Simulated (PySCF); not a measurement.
# Dipole response of Cl²⁺ (chlorine, charge +2)

[Ne] 3s2 3p3, high-spin 4S determinant. Computed with PySCF 2.14 in x2c-TZVPPall with one added diffuse shell each of s, p, d type (6s6p4d1f, 51 functions), with scalar relativity by spin-free X2C-1e. Coupled (time-dependent) response in atomic units; α is the mean over directions.

| method | mean α (bohr³) | C₆ (like pair) | S(−4) |
| --- | --- | --- | --- |
| UHF | 5.933 | 21.13 | 11.12 |
| PBE | 5.846 | 20.84 | 9.955 |
| PBE0 | 5.833 | 20.76 | 10.00 |
| PBEsol | 5.854 | 20.87 | 10.02 |
| r2SCAN0 | 5.868 | 21.26 | 10.17 |

S(−4) is the Cauchy moment in α(ω) = α(0) + S(−4) ω² + …

α(iu) at PBE0:

| u (hartree) | α(iu) (bohr³) |
| --- | --- |
| 0 | 5.833 |
| 0.0500 | 5.808 |
| 0.100 | 5.735 |
| 0.200 | 5.464 |
| 0.300 | 5.076 |
| 0.500 | 4.163 |
| 0.750 | 3.114 |
| 1.00 | 2.324 |
| 1.50 | 1.376 |
| 2.00 | 0.8964 |
| 3.00 | 0.4717 |
| 5.00 | 0.2098 |

A single London oscillator, α(iu) = α/(1 + u²/ω²), gives C₆ = (3/4) ω α². Matching the computed C₆ needs ω = 4 × 20.76 / (3 × 5.833²) = 0.814 hartree.

For an ion, C₆ is the dispersion term alone; charge-induced terms of lower order in 1/R come first.
